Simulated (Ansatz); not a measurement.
CH₇AlB₂Si (`CB1[BH][AlH][SiH2]1`). The species carries charge 0 and has multiplicity 1.

Cartesian coordinates in Å:
```
C 1.897 -1.092 0.070
B 0.613 -0.302 0.405
B -0.421 0.564 1.160
Al -1.835 1.826 0.458
Si -0.971 0.111 -0.981
H 1.681 -2.047 -0.418
H 2.528 -1.271 0.944
H 2.485 -0.513 -0.652
H -1.315 0.026 1.795
H -2.922 2.919 0.787
H -1.579 -1.100 -1.599
H -0.161 0.879 -1.969
```

List the harmonic frequencies (cm⁻¹, unscaled) at PBE0-D4/def2-TZVP in Ansatz. (Best estimate.)

Ansatz gave: 76, 96, 168, 246, 275, 327, 352, 393, 416, 436, 490, 506, 571, 587, 733, 842, 852, 907, 929, 1289, 1387, 1435, 1453, 1962, 2185, 2203, 2461, 3033, 3098, 3121.

Is this a minimum?

Yes, all 30 modes are real.

Give the ideal-gas thermochemistry at 298.15 K and 1 bar (rigid rotor, harmonic oscillator; point group C1, symmetry number 1).

Zero-point energy 196.3 kJ/mol; H(298) − E = 221.7 kJ/mol; entropy 370.6 J/(mol·K), of which translation 165.7, rotation 114.0, vibration 90.9; G(298) − E = 111.2 kJ/mol. Modes under 100 cm⁻¹ are hindered rotations or soft bends, so the harmonic entropy is rough.

Rotational constants (cm⁻¹)?

0.2161, 0.06302, 0.05142.
